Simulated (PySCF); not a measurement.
**Spin states of TlF**

Unrestricted PBE0; Tl def2-TZVPP with ECP60, F def2-TZVPP; scalar-relativistic core potentials (PySCF 2.14). Outer shells of the fragments: Tl 5d10 6s2 6p1; F 2s2 2p5.

Followed along the bond (rough minima from three points):

```json
{"2Ms+1": "1", "unpaired": "none", "⟨S²⟩ at the start": "0.00", "R at minimum (Å)": "2.10", "Te (eV)": "0.00"}
{"2Ms+1": "3", "unpaired": "σ ↑, π ↑", "⟨S²⟩ at the start": "2.01", "R at minimum (Å)": "2.10", "Te (eV)": "4.46"}
```

Solutions found at the starting distance of 2.045 Å, counted from the lowest of them; the search is not exhaustive and high or unbound solutions are not listed, so other states can lie among these:

```
2Ms+1  unpaired   term  E (eV)  ⟨S²⟩  ⟨Lz²⟩  μ (D)
    1      none    ¹Σ⁺    0.00  0.00   0.00  -3.71
    3  σ ↑, π ↑     ³Π    4.45  2.01   1.00  -2.16
    1  σ ↑, π ↓  mixed    4.81  1.01   1.00  -1.75
    3      σ ↑↑    ³Σ⁺    6.04  2.00   0.00  -0.58
    3      π ↑↑  mixed    6.56  2.00   2.01   1.76
    3      π ↑↑  mixed    6.66  2.00   2.01   1.85
    3  σ ↑, π ↑     ³Π    7.84  2.00   1.00   2.30
```

A term symbol is given only where ⟨S²⟩ and ⟨Lz²⟩ are close to those of a pure state; real π, δ and φ orbitals otherwise mix terms. A positive dipole means Tl(−)F(+).

The measured ground state is X ¹Σ+ (Huber and Herzberg, Constants of Diatomic Molecules (1979)).

Spin–orbit coupling is left out, which matters for elements this heavy, above all for dissociation energies. Counting both spins, an empty level lies below a filled one in some of these solutions, because spin and occupation are held.
